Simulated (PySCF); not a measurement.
Gas-phase reaction: 2 GeH3 + GeH2Cl2 ⇌ Ge3H8 + Cl2

Energies from PySCF, thermal terms from the rigid-rotor harmonic-oscillator model, ideal gas at 1 bar. † marks an energy on the PBE0/def2-TZVP geometry and frequencies; other levels use their own. MP2 freezes the core. 6-31G* has spherical d functions here. Open shells (unrestricted): GeH3 (multiplicity 2); the rest are closed-shell singlets. B3LYP is the form with VWN-RPA correlation. Ge: all electrons, no relativistic terms. GeH3: computed as isolated molecules; such fragments, hydroxides, amides, oligomers or adducts are transient or little studied in the gas. MP2 isn't extrapolated to the basis-set limit; its ΔH°(298 K) is 31.7 kJ in def2-SVP and -5.1 kJ in def2-TZVPP. The harmonic model lacks anharmonicity and excited electronic states, which grow with temperature; levels with a mode under 35 cm⁻¹ are left out. Internal rotation in Ge3H8 is treated as a harmonic vibration of one conformer, which makes the entropy rough.

| level | ΔE electronic, kJ | ΔH°(298 K), kJ | ΔS°(298 K), J/K | ΔG°(1800 K), kJ |
|---|---|---|---|---|
| B3LYP/6-31G* | -2 | 8 | -149 | 247 |
| B3LYP/def2-TZVP† | -12 | -2 | -151 | 242 |
| HF/6-31G* | 102 | 112 | -153 | 360 |
| HF/def2-TZVP† | 104 | 114 | -151 | 358 |
| M06-2X/def2-TZVP† | 25 | 35 | -151 | 279 |
| MP2/def2-SVP† | 21 | 32 | -151 | 276 |
| PBE/def2-TZVP† | -37 | -27 | -151 | 217 |
| PBE0/def2-QZVP† | -22 | -12 | -151 | 232 |
| ωB97X-V/def2-TZVP† | -31 | -21 | -151 | 223 |
ΔH° is lowest at PBE/def2-TZVP† and highest at HF/def2-TZVP†. No reference value is set beside these.
